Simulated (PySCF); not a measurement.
Compound: BrCl2Ga2H3.
Cartesian coordinates in Å at the PBE0-D3(BJ)/def2-SVP level; atoms count from 1:
```xyz
8
BrCl2Ga2H3 angstrom
Br     3.028    0.781    0.540
Ga     1.453   -0.699   -0.190
Cl    -0.213   -0.776    1.457
Ga    -1.634    0.593    0.119
Cl     0.030    0.528   -1.591
H      1.725   -2.116   -0.752
H     -1.561    2.016    0.731
H     -2.771   -0.345   -0.366
```

Computed with PBE0-D3(BJ)/def2-SVP geometry optimisation, gas phase (PySCF 2.14.0).

(1) Which atoms are bound to Ga2, and at what distances?

(2) List the angles at Ga2.

(3) Describe the arrangement about Ga2 in numbers.

(4) Which atoms are bound to Ga4, and at what distances?

(5) List the angles at Ga4.

(6) Describe the arrangement about Ga4 in numbers.

(7) Give some angles away from the centre.

(8) What are the rotational constants (commonest isotopes, rigid rotor)?

Results:

(1) 4 atoms: H6 1.548 Å, Br1 2.281 Å, Cl3 2.344 Å, Cl5 2.344 Å. The nearest atom not counted as bound is Ga4, at 3.36 Å.

(2) 
```
      angle  degrees  distance of the outer atoms (Å)
 Br1–Ga2–H6    126.1                             3.43
 Cl5–Ga2–H6    111.6                             3.25
 Cl3–Ga2–H6    110.5                             3.23
Br1–Ga2–Cl3    106.7                             3.71
Br1–Ga2–Cl5    105.7                             3.69
Cl3–Ga2–Cl5     90.3                             3.32
```

(3) Angles from 90.3° to 126.1°; τ4 = (360° − α − β)/141° = 0.87 with α and β the two widest (0 for a square, 1 for a tetrahedron).

(4) 4 atoms: H7 1.550 Å, H8 1.552 Å, Cl3 2.384 Å, Cl5 2.387 Å. The nearest atom not counted as bound is Ga2, at 3.36 Å.

(5) 
```tsv
angle	degrees	distance of the outer atoms (Å)
H7–Ga4–H8	135.5	2.87
Cl3–Ga4–H7	106.1	3.18
Cl5–Ga4–H7	106.0	3.18
Cl5–Ga4–H8	105.7	3.18
Cl3–Ga4–H8	105.4	3.17
Cl3–Ga4–Cl5	88.3	3.32
```

(6) Angles from 88.3° to 135.5°; τ4 = (360° − α − β)/141° = 0.84 with α and β the two widest (0 for a square, 1 for a tetrahedron). Differences among atoms that Cs makes equivalent are scatter left by the optimiser.

(7) Ga2–Cl3–Ga4 90.6°.

(8) A = 1578, B = 487.3, C = 458.2 MHz: a near-prolate asymmetric top.

Point group: Cs (tolerance 0.08 Å). Charge 0, singlet. No PBE0-D3(BJ)/def2-SVP frequencies stand behind this structure, so it isn't proved a minimum.

Time: 4.3 min wall; peak memory 0.74 GiB. Hardware: Arm Neoverse N1, one thread, shared host. These figures are those of the optimisation.
